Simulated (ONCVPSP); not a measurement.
**Before and after: ONCV potential for P**

- Element: P
- Generator: ONCVPSP 4.0.1
- Type: optimised norm-conserving Vanderbilt (ONCV)
- Functional: PBE
- Relativity: scalar-relativistic
- Frozen core: [Ne]
- Valence charge: 5
- Reference configuration: 3s2 3p1.5 (charge +1.5)
- Partial waves: 3s: rc 1.45 bohr, ncon 3, nbas 6, qcut 3.8 1/bohr, 2 projectors, debl 0.7 Ha; 3p: rc 1.35 bohr, ncon 4, nbas 9, qcut 4.9 1/bohr, 2 projectors, debl 3 Ha; d scattering state at 0.03 Ha: rc 1.30 bohr, ncon 4, nbas 8, qcut 7.7 1/bohr, 2 projectors, debl 0.6 Ha
- Local potential: polynomial inside 0.95 bohr (lpopt 5, dvloc0 3 Ha)
- Core correction: polynomial model core, fcfact 0.15

In the s channel the program set the typed energies aside and used -1.047, 0.250 Ha.

All-electron outer shells of the reference configuration (PBE, scalar-relativistic, ld1.x):

```json
{"shell": "2s", "level (eV)": "-190.82", "outermost node (bohr)": "0.14", "outermost maximum (bohr)": "0.42"}
{"shell": "2p", "level (eV)": "-141.36", "outermost node (bohr)": "–", "outermost maximum (bohr)": "0.36"}
{"shell": "3s", "level (eV)": "-28.48", "outermost node (bohr)": "0.65", "outermost maximum (bohr)": "1.54"}
{"shell": "3p", "level (eV)": "-19.10", "outermost node (bohr)": "0.64", "outermost maximum (bohr)": "1.72"}
```

Change: s: qcut 5.5; p: qcut 7.2; d: qcut 11.2.

Cutoffs: the cutoffs (Ha) at which the residual kinetic energy of the hardest occupied pseudo-wave falls to 1 and 0.1 mHa per electron; they do not see the model core or the augmentation charge, which bear on the density cutoff. Errors are all-electron minus pseudo energies relative to the spin-unpolarised reference configuration.

Question: Predict the effect on cutoff, ghosts and configuration errors.

Answer: The potential gets softer (21 Ha and 94 Ha → 11 Ha and 31 Ha); of the 4 tests that both files solve, the error grows in 0 and shrinks in 1 by more than 15 % and 0.3 meV (median size 3.9 → 3.5 meV); neither file shows a bound ghost.

| quantity | base | changed |
| --- | --- | --- |
| cutoff, loose | 21 Ha | 11 Ha |
| cutoff, tight | 94 Ha | 31 Ha |
| loose cutoff by channel | s 21 Ha, p 5.5 Ha | s 11 Ha, p 10.0 Ha |
| bound ghosts | none | none |
| GHOST(+) flags under 300 eV | s at 130.1 eV | s at 99.6 eV |
| error for 3s2 3p3, meV [ΔE -18.04 eV] | +6.2 | +5.6 |
| error for 3s2 3p2, meV [ΔE -8.32 eV] | +1.5 | +1.4 |
| error for 3s2 3p1, meV [ΔE 10.83 eV] | +1.5 | +1.2 |
| error for 3s2 3p0, meV [ΔE 40.57 eV] | +27 | +23 |
| s: phases at 1.47 bohr within 0.05 rad from the reference energy up to (Ha; the scan ends near 5) | 3.5 | 3.3 |
| p: phases at 1.37 bohr within 0.05 rad from the reference energy up to (Ha; the scan ends near 5) | to the end of the scan | to the end of the scan |
| d: phases at 1.32 bohr within 0.05 rad from the reference energy up to (Ha; the scan ends near 5) | to the end of the scan | to the end of the scan |
| rms error of d²Exc/dni dnj with the model core, mHa | 0.89 | 1.20 |

Changed file: The cutoffs count occupied waves only; projector 2 of the d channel, the hardest unoccupied one, needs 35 Ha at the loose tolerance.
